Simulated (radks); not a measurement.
Results of a calculation; reference values are marked as such.
Problem. Coherent X-ray form factor from a spherical all-electron density. Level of theory: scalar-relativistic Kohn-Sham, BP86, spin-polarised, spherical densities, finite nucleus; Fermi nuclear charge, rms radius of each element as measured or else 0.836 A^(1/3) + 0.57 fm (a radial shooting solver on a logarithmic mesh with Libxc functionals).

sin(theta)/lambda (1/angstrom)  f0 (electrons)
0.05                                    18.484
0.1                                     17.247
0.15                                    15.790
0.2                                     14.350
0.25                                    12.979
0.3                                     11.715
0.4                                      9.659
0.5                                      8.281
0.6                                      7.390
0.8                                      6.217
1                                        5.198
1.25                                     4.001
1.5                                      3.038
2                                        1.913

The species is in the configuration that NIST lists as its ground one. Which atom or ion scatters so?

Solution. The calcium ion Ca+, [Ar] 4s1. Extrapolating in s^2 from the first two rows gives f0(0) = 18.9, near the electron count 19; among species with that count, the fall with angle is slower the higher Z, and the table is that of Z = 20; from so few rows the species is fixed only to a neighbour or two.
